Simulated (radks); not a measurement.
Values are calculated unless marked as measured or tabulated.
Cl+, 16 electrons, occupied as [Ne] 3s2 3p4. Level of theory: non-relativistic Kohn-Sham, TPSS, spin-polarised, spherical densities, point nucleus; open shells are filled with parallel spins first; meta-GGA in the generalised Kohn-Sham scheme (a radial shooting solver on a logarithmic mesh with Libxc functionals).

Radial electron density D(r) = 4 pi r^2 rho(r):

r (bohr),D(r) (e/bohr),spin D(r)
0.002957,0.3204,0.00000803
0.003334,0.4022,0.0000101
0.003759,0.5039,0.0000128
0.004239,0.6303,0.0000162
0.004779,0.7867,0.0000205
0.005388,0.9795,0.0000260
0.006124,1.234,0.0000337
0.006905,1.528,0.0000433
0.007785,1.885,0.0000561
0.008778,2.317,0.0000732
0.009897,2.835,0.0000967
0.01116,3.453,0.000129
0.01258,4.183,0.000176
0.01419,5.036,0.000242
0.01599,6.022,0.000340
0.01803,7.145,0.000482
0.0205,8.492,0.000712
0.02311,9.883,0.00104
0.02606,11.38,0.00152
0.02938,12.93,0.00225
0.03312,14.50,0.00333
0.03735,16.00,0.00492
0.04211,17.36,0.00726
0.04748,18.47,0.0107
0.05353,19.24,0.0155
0.06036,19.60,0.0224
0.06805,19.49,0.0318
0.07734,18.85,0.0457
0.0872,17.83,0.0630
0.09832,16.55,0.0852
0.1109,15.22,0.113
0.125,14.08,0.146
0.1409,13.37,0.183
0.1589,13.28,0.222
0.1792,13.88,0.261
0.202,15.08,0.292
0.2278,16.62,0.311
0.2589,18.20,0.309
0.2919,19.17,0.282
0.3291,19.28,0.230
0.371,18.33,0.159
0.4183,16.37,0.0817
0.4717,13.67,0.0173
0.5318,10.65,-0.00962
0.5996,7.816,0.0253
0.676,5.582,0.138
0.7622,4.190,0.332
0.8594,3.638,0.596
0.9768,3.727,0.908
1.101,4.076,1.17
1.242,4.339,1.35
1.4,4.293,1.39
1.579,3.907,1.30
1.78,3.257,1.11
2.007,2.472,0.866
2.263,1.696,0.609
2.551,1.045,0.381
2.876,0.5786,0.210
3.269,0.2744,0.0980
3.686,0.1215,0.0423
4.156,0.04729,0.0158
4.686,0.01587,0.00498
5.283,0.004509,0.00128
5.957,0.001064,0.000260

D(r) has 3 maxima, at r = 0.0623, 0.314, 1.30 bohr, and minima at 0.151, 0.894 bohr, inside which lie 2.17, 10.35 electrons.
